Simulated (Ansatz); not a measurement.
**Question.** Name a neutral molecule of Cl, In, N and H with ideal-gas entropy at 298 K and 1 bar (rigid rotor, harmonic PBE0-D4/def2-TZVP) between 341 and 357 J/(mol·K) and size of the dipole moment (PBE/def2-TZVPP) between 2.85 and 3.15 D (Ansatz, PBE0-D4/def2-TZVP geometry).

**Answer.** `[NH2][In]([NH2])[Cl]` (353 J/(mol·K), 2.87 D); `[NH2][In]([Cl])[Cl]` (357 J/(mol·K), 2.92 D). Other molecules can fit too; these were computed, each in one conformer that needn't be the lowest.
